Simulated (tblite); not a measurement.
Run record: tight-binding relaxation, `C[C@@H]1C[C@H]1[BH2-][N+]#C[SiH3]`.

Computed with GFN2-xTB geometry optimisation, gas phase (tblite 0.8.0). Start geometry: from a force field or distance geometry. The command runs a driver script over a list of jobs; the input below is this job's line of settings and its coordinates in Å.

Command:
```bash
OMP_NUM_THREADS=1 python probes_run.py task.json out
```

Input:
```
{"job": {"kind": "relax", "xc": "GFN2-xTB", "basis": "xTB"}, "charge": 0, "multiplicity": 1}
C     -2.786800     1.294800    -0.175200
C     -1.874200     0.228600    -0.713900
C     -2.107900    -1.096800     0.046100
C     -0.776300    -0.345800     0.117800
B      0.382000    -1.230800    -0.475200
N      1.681500    -0.554200    -0.222600
C      2.723500    -0.033900    -0.025000
Si     4.347600     0.746100     0.280400
H     -2.865200     2.166200    -0.866300
H     -2.623700     1.568800     0.876600
H     -3.818900     0.811700    -0.177400
H     -1.676500     0.177300    -1.790200
H     -2.209300    -1.932000    -0.693700
H     -2.786100    -1.088900     0.902000
H     -0.657300     0.141300     1.118400
H      0.366200    -2.330600     0.016700
H      0.318900    -1.368400    -1.667000
H      5.169500    -0.081900     1.190100
H      4.066400     2.080200     0.820900
H      5.121300     0.858800    -0.975200
```

Output:
```
step      E/eV     max force
  0    -615.75911    3.414
  1    -615.83542    7.477
  2    -616.04825    1.503
  3    -616.11613    0.834
  4    -616.15496    0.449
  5    -616.19915    0.664
  6    -616.22788    0.522
  7    -616.25890    0.392
  8    -616.27689    0.328
  9    -616.28968    0.326
... (171 lines left out)
181    -616.48490    0.026
182    -616.48500    0.025
183    -616.48506    0.022
184    -616.48513    0.017
185    -616.48519    0.017
186    -616.48523    0.017
187    -616.48527    0.015
188    -616.48530    0.012
189    -616.48533    0.012
190    -616.48534    0.007
```

«max force» is the largest atomic force in eV/Å.

Q: From which step on does the largest force stay under 0.1 eV/Å, and how much energy is left to gain from there?

A: From step 101 (0.072 eV/Å), 20.8 meV above the end.

Summary of the converged run: energy lowered by 16.7 kcal/mol over 190 steps; largest atomic force 0.007 eV/Å at the end.

Q: Estimate the wall time. Hardware: AMD EPYC, one thread (shared host).

A: About 3.0 s.
Labels such as C1 count atoms from 1, the log's own numbers from 0.
